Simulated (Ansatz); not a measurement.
A run for Ansatz (a first-principles code): R-B3LYP/def2-TZVPPD on NH3 (SMILES N). The basis file is the Basis Set Exchange's JSON of that set.

Ansatz 0.2 input:
```yaml
crystal:
  periodic: [false, false, false]
  atoms:
    - {symbol: N, position_ang: [0.00000000, -0.00002166, 0.27906864]}
    - {symbol: H, position_ang: [-0.00000000, 0.94280068, -0.09306197]}
    - {symbol: H, position_ang: [0.81651180, -0.47143951, -0.09305334]}
    - {symbol: H, position_ang: [-0.81651180, -0.47143951, -0.09305334]}
basis:
  gaussian:
    orbitals: def2-TZVPPD.json
hamiltonian:
  xc: {name: B3LYP}
scf: {lower_state_search: off}
```

Output:

```
WARN ansatz: RAYON_NUM_THREADS=1 ignored (pool sized by the plan → 1); use --threads N
Functional definition: B3LYP
these checks for a lower state are left out or cut short: stability, starts, cluster_reference, orbital_swaps, neighbouring_geometries, increment
integrals: 0.01 GiB planned
356 factors; their error is unknown
mean field: 0.15 GiB planned
mean field evaluation 1: about -1533.4466 eV, gradient 5.9e1 eV
mean field evaluation 2: about -1522.6198 eV, gradient 8.7e1 eV
mean field evaluation 4: about -1539.9000 eV, gradient 5.3e-1 eV
mean field evaluation 8: about -1539.9000 eV, gradient 2.6e-1 eV
mean field evaluation 16: about -1539.9001 eV, gradient 3.9e-6 eV
mean field -1539.90009539 eV, -56.5902847239 hartree, gradient 3.9e-6 eV, S^2 0.000000; 0 other end points of the search recorded, 0 dependent functions left out
reference -1539.90026147 eV, -56.5902908271 hartree; 5, 5 occupied and 83, 83 virtual orbitals, 356 factors
Total energy: -1539.90026147 eV, -56.5902908271 hartree
Checks for a lower state left out: stability, starts, cluster_reference, orbital_swaps, neighbouring_geometries, increment
```

The calculation finished and met its thresholds.

Cost: around 0.18 core-seconds (rough).
